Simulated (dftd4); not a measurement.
cyclobutane (C$_{4}$H$_{8}$), singlet, at a GFN2-xTB geometry; D4 for bp86 (dftd4 4.2.0).

Input for dftd4:
```
$ dftd4 mol.xyz --func bp86 --charge 0 --json dftd4.json --noedisp

# file mol.xyz
12

C     -0.00613316     1.08295583     0.05853653
C      0.00685792    -1.08220991     0.07093756
C     -1.08294605    -0.00683358    -0.05863980
C      1.08222129     0.00608767    -0.07083428
H     -0.01505399     1.84231484    -0.72076860
H     -0.00362364     1.57729882     1.02791527
H      0.00710304    -1.85049784    -0.69961794
H      0.01523239    -1.56535126     1.04591487
H     -1.84243222    -0.00692746     0.72059245
H     -1.57713057    -0.01535111    -1.02806518
H      1.85038317     0.01511046     0.69979409
H      1.56552182     0.00340356    -1.04576496
```

It wrote (shortened):

```
                    ____  _____ _____     ____  _  _
      -------------|  _ \|  ___|_   _|---|  _ \| || |------------
     |             | | | | |_    | | ___ | | | | || |_           |
     |             | |_| |  _|   | ||___|| |_| |__   _|          |
     |             |____/|_|     |_|     |____/   |_|            |
     |             ===================================           |
     |            E. Caldeweyher, S. Ehlert & S. Grimme          |
     |          Mulliken Center for Theoretical Chemistry        |
     |                    University of Bonn                     |
      -----------------------------------------------------------

Rational (Becke-Johnson) damping: bp86-D4-ATM
---------------------
  s6         1.0000
  s8         3.3550
  s9         1.0000
  a1         0.4365
  a2         4.9241
 alp        16.0000
--------------------

Dispersion energy:      -9.1466574686394E-03 Eh

[Info] JSON dump of results written to 'dftd4.json'
```
